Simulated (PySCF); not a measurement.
## Electric field gradients and quadrupole coupling constants

C3H5NOSi.
Cartesian coordinates in Å at the GFN2-xTB level; atoms count from 1:
```
atom  x, y, z in Å
N1     3.7188    0.2894    0.0956
C2     2.5888    0.1695    0.2559
C3     1.1991    0.0289    0.4351
C4     0.3419   -0.0109   -0.5884
Si5   -1.5251   -0.2289   -0.4053
O6    -1.9774   -0.1401    1.1508
H7     0.8673   -0.0476    1.4636
H8     0.7520    0.0645   -1.5878
H9    -2.1629    0.8185   -1.2054
H10   -1.9085   -1.5895   -0.7489
H11   -1.8886    0.6489    1.6786
```

Field gradients from the PBE0/pcSseg-1 density (PySCF, non-relativistic), principal values in atomic units, ordered |Vxx| ≤ |Vyy| ≤ |Vzz|:

```tsv
atom	Vxx	Vyy	Vzz
N1	0.4786	0.4986	-0.9771
O6	-0.4295	-1.0890	1.5186
```

Find the asymmetry η = (Vxx − Vyy)/Vzz and the couplings χ = eQV/h (234.96 MHz × Q in barn × V in au), with Q(14N) = 0.02044 b, Q(17O) = −0.0256 b.

```json
{"atom": "N1", "environment": "nitrile nitrogen", "nucleus": "14N", "η": "0.02", "χzz (MHz)": "-4.693", "χxx (MHz)": "2.299", "χyy (MHz)": "2.394"}
{"atom": "O6", "environment": "silanol oxygen", "nucleus": "17O", "η": "0.43", "χzz (MHz)": "-9.13", "χxx (MHz)": "2.58", "χyy (MHz)": "6.55"}
```

The gradient is axial or nearly so (η below 0.05) at N1. The tensor is traceless: Vxx + Vyy + Vzz = 0.

What is Vzz at O6 in SI units (1 au = 9.71736 × 10²¹ V/m²)?

1.5186 au = 14.757 × 10²¹ V/m².

What couplings would deuterons (Q(2H) = 0.00286 b) have in place of the hydrogens, at this geometry?

```json
{"atom": "H7", "bonded to": "C3", "bond length (Å)": "1.083", "Vzz (au)": "0.3167", "η": "0.07", "χzz (kHz)": "213"}
{"atom": "H8", "bonded to": "C4", "bond length (Å)": "1.083", "Vzz (au)": "0.3214", "η": "0.03", "χzz (kHz)": "216"}
{"atom": "H9", "bonded to": "Si5", "bond length (Å)": "1.464", "Vzz (au)": "0.1570", "η": "0.03", "χzz (kHz)": "105"}
{"atom": "H10", "bonded to": "Si5", "bond length (Å)": "1.455", "Vzz (au)": "0.1651", "η": "0.02", "χzz (kHz)": "111"}
{"atom": "H11", "bonded to": "O6", "bond length (Å)": "0.953", "Vzz (au)": "0.5116", "η": "0.05", "χzz (kHz)": "344"}
```

Isolated species at its GFN2-xTB geometry (one conformer only). GFN2-xTB bond lengths can be off by several hundredths of an ångström, more for odd bonds, and the gradients follow them. The small basis limits the accuracy of the gradients.
